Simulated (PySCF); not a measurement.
Which orbitals make which state

Compound: C5H11BS2.
Z-matrix (Å and degrees, PBE0-D3(BJ)/def2-SVP geometry), rows numbered from 1:
```
C 
C   1  1.5206
C   2  1.5239  1  112.57
C   3  1.5254  2  114.25  1   178.11
C   4  1.5205  3  114.69  2    68.02
S   5  1.8322  4  110.72  3    79.06
B   6  1.7866  5   94.73  4    32.52
S   7  1.7853  6  115.42  5    -9.76
H   1  1.1015  2  111.16  3    59.60
H   1  1.1017  2  111.23  3   -60.03
H   1  1.1003  2  111.58  3   179.75
H   2  1.1035  1  109.15  3  -122.53
H   2  1.1047  1  109.70  3   121.87
H   3  1.1026  2  109.20  1    56.83
H   3  1.1041  2  110.09  1   -59.26
H   4  1.1028  3  109.57  2   -54.65
H   5  1.1003  4  110.83  3  -162.06
H   5  1.0998  4  111.51  3   -41.54
H   7  1.2014  6  122.16  5   170.35
```

Method used: TDDFT PBE0/def2-SVPD, vertical, gas phase, core orbitals frozen in the response in PySCF 2.14.0, density-fitted response routines.

Orbital energies (eV): HOMO-3 -9.28, HOMO-2 -8.64, HOMO-1 -8.30, HOMO -6.92, LUMO -0.77, LUMO+1 0.10, LUMO+2 0.50.

Question: Among the lowest singlets, which states do these configurations lead, and at what energies: HOMO→LUMO+2, HOMO→LUMO+1, HOMO→LUMO?

Answer: 

```
state  leading configuration  weight  Δε (eV)  E (eV)  E − Δε (eV)       f  other configurations
   S1              HOMO→LUMO    0.97     6.15    5.17        -0.98   0.093                     –
   S2            HOMO→LUMO+1    0.86     7.02    5.63        -1.39  0.0013           H→L+2 (10%)
   S4            HOMO→LUMO+2    0.81     7.42    6.34        -1.08  0.0009           H→L+1 (10%)
```

E − Δε runs from -1.39 to -0.98 eV. Among themselves, these states come in the order of their orbital differences. Δε is the difference of the two orbital energies.

H and L stand for HOMO and LUMO. The other states: S3 6.27 eV, f 0.0028, H-2→L (51%), H-1→L (46%); S5 6.45 eV, f 0.0077, H→L+3 (80%); S6 6.73 eV, f 0.053, H-1→L (49%), H-2→L (44%); S7 6.82 eV, f 0.036, H→L+4 (69%), H→L+5 (21%); S8 7.04 eV, f 0.0047, H→L+5 (63%), H→L+4 (17%), H→L+6 (9%); S9 7.09 eV, f 0.0054, H→L+6 (41%), H→L+3 (11%), H-1→L+1 (11%); S10 7.12 eV, f 0.021, H-1→L+1 (55%), H→L+6 (32%).

Question: Pair triplets and singlets of the same leading configuration (75% or more in both) and give the splittings.

Answer: 

| configuration | triplet | E(T) (eV) | singlet | E(S) (eV) | E(S) − E(T) (eV) |
| --- | --- | --- | --- | --- | --- |
| HOMO→LUMO | T1 | 4.19 | S1 | 5.17 | +0.98 |

The 4 triplets are Tamm–Dancoff values, the singlets full response.

Summed over the main configurations (up to three a state, each over 8%) of all 10 singlets, the electron leaves HOMO with weight 6.28, HOMO-1 with weight 1.62 and HOMO-2 with weight 0.96.

All these states lie below the vertical ionisation energy of 8.75 eV (ΔSCF).

One conformer stands for the species.
